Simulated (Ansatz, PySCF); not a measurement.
Molecule: C3H11NO3Si, charge 0, multiplicity 1. 
Structure (B3LYP-D3(BJ)/def2-TZVP (Ansatz, a quantum-chemistry and plane-wave program) minimum search):
```xyz
19

Si    -0.0051    -0.0146     0.3161
O      0.7458     1.3819    -0.0867
C      0.0903     2.6242    -0.2642
O     -1.2101    -0.1780    -0.7821
C     -2.0843    -1.2926    -0.8550
O      1.1382    -1.1746     0.2637
C      2.1676    -1.2494    -0.7114
N     -0.6876    -0.1188     1.8707
H     -0.6603     2.5635    -1.0564
H      0.8383     3.3676    -0.5404
H     -0.3975     2.9495     0.6608
H     -2.9034    -1.0390    -1.5284
H     -1.5638    -2.1699    -1.2484
H     -2.4946    -1.5448     0.1265
H      2.8380    -2.0613    -0.4297
H      2.7324    -0.3161    -0.7597
H      1.7552    -1.4619    -1.7018
H     -0.1223    -0.2855     2.6861
H     -1.5709     0.3060     2.0960
```
Charge 0, spin multiplicity 1.

Quantity: vertical ionisation energy (to the doublet state of charge +1; each state is the SCF solution reached for its spin), in eV. Correlated levels leave the core frozen unless marked. UHF or UKS for open shells. Spin-orbit coupling is left out. No relativistic terms. 

| level | program | vertical ionisation energy (eV) |
|---|---|---|
| HF/aug-cc-pV(T+d)Z | Ansatz | 8.58 |
| SVWN5/def2-TZVPD | Ansatz | 8.98 |
| PBE/def2-TZVPD | Ansatz | 8.81 |
| r2SCAN/def2-TZVPD | Ansatz | 9.03 |
| B3LYP/def2-TZVPD | Ansatz | 9.38 |
| PBE0/def2-TZVPD | Ansatz | 9.43 |
| BHLYP/def2-TZVPD | Ansatz | 9.65 |
| CAM-B3LYP/def2-TZVPD | Ansatz | 9.75 |
| wB97M-V/def2-TZVPD | Ansatz | 9.82 |
| wB97X-V/def2-TZVPD | Ansatz | 9.83 |
| B2PLYP/def2-TZVPD | Ansatz | 9.71 |
| RI-MP2/aug-cc-pV(T+d)Z | Ansatz | 10.13 |

For comparison, minus the highest occupied orbital energy (PySCF): 8.91 eV at CAM-B3LYP/def2-TZVPD, 11.12 eV at HF/def2-TZVPD, 8.98 eV at M06-2X/def2-TZVPD.
